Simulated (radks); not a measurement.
Values are calculated unless marked as measured or tabulated.
Task: The selenium ion Se16+, [Ar]. Level of theory: non-relativistic Kohn-Sham, exchange-only PBE, spin-polarised, spherical densities, point nucleus (a radial shooting solver on a logarithmic mesh with Libxc functionals). Every spin shell is full or empty, so the densities are truly spherical. Functionals are evaluated on that one density, not self-consistently. Rank these exchange functionals by their error against the exact value of the orbitals, and give that value: LDA, RPBE, SOGGA, B86b, EV93, TPSS, r2SCAN, TASK, MVS.

Result: Exact: -67.8227 hartree. From best to worst, with 100 (|E| - |E exact|)/|E exact| (equal figures are ties): r2SCAN -0.02, RPBE -0.04, B86b +0.10, TPSS +0.13, MVS -0.16, EV93 +0.62, TASK -2.75, SOGGA -3.03, LDA -6.79.
